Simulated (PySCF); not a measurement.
Property card for `c1(c([O-])scc1)COC`

Species: C6H7O2S (charge -1).
Numbering: `[CH3:1][O:2][CH2:3][c:4]1[cH:5][cH:6][s:7][c:8]1[O-:9]` (hydrogens: H10, H11, H12 on C1; H13, H14 on C3; H15 on C5; H16 on C6)

Structure used (GFN2-xTB), in Å, numbered top down from 1:
```xyz
16
C6H7O2S angstrom
C      2.1093   -0.6186   -0.4823
O      1.8513    0.1330    0.6701
C      0.7600    1.0524    0.4887
C     -0.5482    0.4193    0.1518
C     -1.3465   -0.2877    1.0802
C     -2.4856   -0.8045    0.5702
S     -2.6584   -0.4460   -1.1285
C     -1.0464    0.4677   -1.1434
O     -0.6289    0.9856   -2.1781
H      2.4122    0.0290   -1.3169
H      1.2232   -1.1824   -0.7955
H      2.9188   -1.3088   -0.2389
H      0.7143    1.5843    1.4463
H      1.0279    1.7602   -0.3109
H     -1.0587   -0.3992    2.1161
H     -3.2520   -1.3755    1.0597
```

Structural features include: aromatic ring with sulfur and ether.

**GFN2-xTB geometry**

```
Point group of the GFN2-xTB geometry                  : C1
Rotational constants A, B, C of the GFN2-xTB geometry : 2.537, 1.012, 0.840 GHz
```

PBE0/pcSseg-1 ground state and GIAO shieldings, non-relativistic (PySCF):

```
HOMO energy                                                 : -0.36 eV
LUMO energy                                                 : 5.08 eV
HOMO–LUMO gap                                               : 5.44 eV
Lowest Hirshfeld atomic charge                              : -0.39 e on O9
Highest Hirshfeld atomic charge                             : +0.04 e on C8
13C chemical shifts (computed TMS as zero) by class         : 187.8 (C8), 129.6 (C5), 95.2 (C6), 92.4 (C4), 72.0 (C3), 54.2 (C1) ppm
1H chemical shifts (computed TMS as zero) by class          : 6.14 (H15), 4.66 (H16), 4.29 (H13/H14), 3.15 (H10/H11/H12) ppm
Isotropic shieldings of nuclei other than C and H, by class : 6 (O9), 291 (O2), 335 (S7) ppm
Mayer bond orders between heavy atoms                       : C1–O2 0.96, O2–C3 0.91, C3–C4 1.09, C4–C5 1.22, C5–C6 1.61, C6–S7 1.06, S7–C8 0.94, C8–O9 1.79, C8–C4 1.30
```

Monoisotopic mass of the ion (most abundant isotopes, electron mass counted): 143.0172 u.

With B = h/(8π²I), that is 505.379 GHz u Å² over I, the principal moments of inertia are 199.2, 499.6 and 601.6 u Å² (most abundant isotopes). The rotational constants make it an asymmetric top with κ = (2B − A − C)/(A − C) = -0.80, nearer the prolate limit (−1).

One conformer (not necessarily the lowest) at the GFN2-xTB geometry, without solvent or vibrations. NMR classes are plain means over equivalent atoms (diastereotopic ones count apart unless rotation or inversion swaps them), as if these changed places fast; in this geometry the members of some classes differ. No diffuse functions stand in pcSseg-1, which bears on an anion's orbital energies.

For the NMR shielding job (PBE0/pcSseg-1), on one thread of an AMD EPYC 7571, no GPU (shared host), this took 63 s wall and 0.78 GiB of memory at its peak.
